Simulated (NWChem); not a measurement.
System: C2H5AlO2; SMILES [CH](=C)[Al]([OH])[OH]

The following NWChem deck was run.

```
start job
memory heap 200 mb stack 900 mb global 1100 mb
geometry units angstroms
  Al     0.185384     0.387383     0.185514
  C     -0.885937    -0.737273    -1.044106
  C     -0.951486    -2.056854    -0.942079
  H     -1.444849    -0.249985    -1.837851
  H     -1.537756    -2.670247    -1.615237
  H     -0.415661    -2.589963    -0.171605
  O      1.030879    -0.351062     1.388305
  H      1.507381    -0.797887     2.070729
  O      0.146288     2.007420    -0.097116
  H      0.137630     2.941305    -0.240039
end
basis spherical
  * library def2-svp
end
dft
  xc pbe0
  iterations 150
end
driver
  maxiter 120
end
task dft optimize
task dft freq
```

The level has its own optimisation; frequencies are unscaled. Brackets give each atom's bonded neighbours.

Predict the main results of this run. (PBE0/def2-SVP.) Quantities: r Al–C (Å); r Al–O (Å); r C–C (Å); r C–H [C(AlCH)–H(C)] (Å); highest harmonic frequency (cm⁻¹); lowest (cm⁻¹); zero-point energy (kcal/mol); dipole (D).


- r Al–C (Å): 1.929
- r Al–O (Å): 1.701
- r C–C (Å): 1.342
- r C–H [C(AlCH)–H(C)] (Å): 1.099
- highest harmonic frequency (cm⁻¹): 4013
- lowest (cm⁻¹): 79
- zero-point energy (kcal/mol): 43.5
- dipole (D): 2.01
